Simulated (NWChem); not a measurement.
Everything below was run with NWChem. System: H3B, charge 0, spin multiplicity 1, at a geometry optimised with B3LYP/def2-SVP. The structure started from a generated list of species. Level: TD-PBE/6-31G* (spherical d).

Part of the output:

```
             Northwest Computational Chemistry Package (NWChem) 7.3.0
             --------------------------------------------------------

                                NWChem Input Module
                                -------------------

 Scaling coordinates for geometry "geometry" by  1.889725989
 (inverse scale =  0.529177249)

                             Geometry "geometry" -> ""
                             -------------------------

 Output coordinates in angstroms (scale by  1.889725989 to convert to a.u.)

  No.       Tag          Charge          X              Y              Z
 ---- ---------------- ---------- -------------- -------------- --------------
    1 B                    5.0000     0.00000000     0.00000000     0.00000000
    2 H                    1.0000     0.00000000     0.00000000     1.20439200
    3 H                    1.0000    -1.04303300     0.00000000    -0.60219500
    4 H                    1.0000     1.04303300     0.00000000    -0.60219500

 Effective nuclear repulsion energy (a.u.)       7.3516160856

            Nuclear Dipole moment (a.u.)
            ----------------------------
        X                 Y               Z
 ---------------- ---------------- ----------------
     0.0000000000     0.0000000000     0.0000037795


 Summary of "ao basis" -> "" (spherical)
 ------------------------------------------------------------------------------
       Tag                 Description            Shells   Functions and Types
 ---------------- ------------------------------  ------  ---------------------
 *                           6-31g*                   on all atoms

  pbe96 is a nonlocal functional; adding pw91lda local functional.

                                 NWChem DFT Module
                                 -----------------

 Summary of "ao basis" -> "ao basis" (spherical)
 ------------------------------------------------------------------------------
       Tag                 Description            Shells   Functions and Types
 ---------------- ------------------------------  ------  ---------------------
 B                           6-31g*                  6       14   3s2p1d
 H                           6-31g*                  2        2   2s

 Summary of "ao basis" -> "ao basis" (spherical)
 ------------------------------------------------------------------------------
       Tag                 Description            Shells   Functions and Types
[...]
     Total Oscillator Strength                     0.0000004802

          sigma_e =   1.8380 Angstrom
          sigma_h =   1.2879 Angstrom
         |d_h->e| =   0.0000 Angstrom
            d_exc =   2.3520 Angstrom
            d_CD1 =   0.5501 Angstrom
            d_CD2 =  -1.5629 Angstrom
            d_CD3 =   2.3520 Angstrom
     Pearson C.C. =  -0.1046

     Occ.    2  a   ---  Virt.    6  a    0.21157 X
     Occ.    3  a   ---  Virt.    8  a   -0.68362 X
     Occ.    3  a   ---  Virt.    9  a   -0.09905 X
     Occ.    4  a   ---  Virt.    7  a   -0.68363 X
     Occ.    4  a   ---  Virt.   10  a   -0.09905 X
  ----------------------------------------------------------------------------
  Root   8 singlet a              0.521037416 a.u.               14.1782 eV
  ----------------------------------------------------------------------------
     Transition Moments    X  0.00022   Y -0.00000   Z  1.93602
     Transition Moments   XX -1.30400  XY  0.00000  XZ -0.00015
     Transition Moments   YY  0.00000  YZ -0.00000  ZZ  1.30400
     Dipole Oscillator Strength                    1.3019629605
     Electric Quadrupole                           0.0000012808
     Magnetic Dipole                               0.0000000000
     Total Oscillator Strength                     1.3019642414

          sigma_e =   1.8486 Angstrom
          sigma_h =   1.2912 Angstrom
         |d_h->e| =   0.2852 Angstrom
            d_exc =   2.1627 Angstrom
            d_CD1 =   0.8426 Angstrom
            d_CD2 =  -1.2847 Angstrom
            d_CD3 =   2.4479 Angstrom
     Pearson C.C. =   0.1023

     Occ.    3  a   ---  Virt.    8  a   -0.63711 X
     Occ.    4  a   ---  Virt.    6  a    0.42198 X
     Occ.    4  a   ---  Virt.    7  a    0.63710 X
     Occ.    4  a   ---  Virt.   12  a   -0.06211 X
  ----------------------------------------------------------------------------
  Root   9 singlet a              0.521037668 a.u.               14.1782 eV
  ----------------------------------------------------------------------------
     Transition Moments    X  1.93602   Y  0.00000   Z -0.00022
     Transition Moments   XX  0.00015  XY  0.00000  XZ -1.30399
     Transition Moments   YY -0.00000  YZ -0.00000  ZZ -0.00015
     Dipole Oscillator Strength                    1.3019632071
     Electric Quadrupole                           0.0000012808
     Magnetic Dipole                               0.0000000000
     Total Oscillator Strength                     1.3019644879

          sigma_e =   1.8486 Angstrom
          sigma_h =   1.2912 Angstrom
         |d_h->e| =   0.2852 Angstrom
            d_exc =   2.1627 Angstrom
            d_CD1 =   0.8426 Angstrom
            d_CD2 =  -1.2847 Angstrom
            d_CD3 =   2.4479 Angstrom
     Pearson C.C. =   0.1023

     Occ.    3  a   ---  Virt.    6  a    0.42197 X
     Occ.    3  a   ---  Virt.    7  a   -0.63711 X
     Occ.    3  a   ---  Virt.   12  a   -0.06211 X
     Occ.    4  a   ---  Virt.    8  a   -0.63710 X
  ----------------------------------------------------------------------------
  Root  10 singlet a              0.613832243 a.u.               16.7032 eV
  ----------------------------------------------------------------------------
     Transition Moments    X -0.00000   Y -0.00000   Z  0.00000
     Transition Moments   XX -1.35766  XY -0.00000  XZ  0.00000
     Transition Moments   YY  1.08602  YZ -0.00000  ZZ -1.35767
     Dipole Oscillator Strength                    0.0000000000
     Electric Quadrupole                           0.0000024516
     Magnetic Dipole                               0.0000000000
     Total Oscillator Strength                     0.0000024516

          sigma_e =   1.8374 Angstrom
          sigma_h =   1.2011 Angstrom
         |d_h->e| =   0.0000 Angstrom
            d_exc =   2.3133 Angstrom
            d_CD1 =   0.6363 Angstrom
            d_CD2 =  -1.5193 Angstrom
            d_CD3 =   2.3133 Angstrom
     Pearson C.C. =  -0.1207

     Occ.    2  a   ---  Virt.    6  a   -0.92035 X
     Occ.    3  a   ---  Virt.    8  a   -0.10437 X
     Occ.    3  a   ---  Virt.    9  a   -0.25313 X
     Occ.    4  a   ---  Virt.    7  a   -0.10437 X
     Occ.    4  a   ---  Virt.   10  a   -0.25313 X

              Target root =      1
          Target symmetry = none
      Ground state energy =    -26.541529730918
        Excitation energy =      0.212138501045
     Excited state energy =    -26.329391229873

  stored tddft:energy   -26.329391229872741

 Task  times  cpu:        3.7s     wall:        3.7s

 Total times  cpu:        3.7s     wall:        3.7s
```

Problem. Write an NWChem input that would produce this output.

Solution. Several could match; the one computed here: 
```
start mol
memory heap 200 mb stack 900 mb global 1100 mb
geometry units angstroms nocenter noautoz noautosym
  B      0.000000     0.000000    -0.000000
  H      0.000000     0.000000     1.204392
  H     -1.043033     0.000000    -0.602195
  H      1.043033     0.000000    -0.602195
end
basis spherical
  * library 6-31g*
end
dft
  xc xpbe96 cpbe96
  semidirect memsize 60000000 filesize 0
  iterations 100
end
tddft
  rpa
  nroots 10
  notriplet
end
task tddft energy
```
